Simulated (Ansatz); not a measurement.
Molecule: CTe$_{2}$, net charge 0, singlet state. SMILES: [Te]=C=[Te]
Geometry: optimised at B3LYP-D3(BJ)/def2-TZVP (Ansatz, a first-principles code).

Computed values are from Ansatz. Correlated levels leave the core frozen unless marked. UHF or UKS for open shells. No spin-orbit coupling. The frozen core is the preceding noble-gas configuration, with the filled d and f shells of earlier blocks. Past Kr the def2 sets carry scalar-relativistic core potentials. CBS(X,Y): correlation extrapolated as X^-3; Hartree-Fock from the larger set. The bracket is a focal-point correction in the basis named.

```
Property                                                                                                                                Value
-------------------------------------------------------------------  ------------------------------------------------------------------------
atomisation energy De                                                                  187.8 kcal/mol at CCSD(T)/CBS(def2-TZVPPD,def2-QZVPPD)
vertical electron affinity (to the doublet; negative means unbound)  0.97 eV at RI-MP2/CBS(def2-TZVPPD,def2-QZVPPD)+[CCSD(T)-MP2]/def2-TZVPPD
total energy                                                                             -572.3500 Eh at CCSD(T)/CBS(def2-TZVPPD,def2-QZVPPD)
dipole moment                                                                                                     0.00 D at CCSD(T)/def2-SVPD
```

The Hartree-Fock reference is unstable (checked in the largest basis), which strains HF and MP2. The T1 diagnostic of CCSD in the largest basis is 0.028, which is high, so the coupled-cluster rows are less sure than usual.
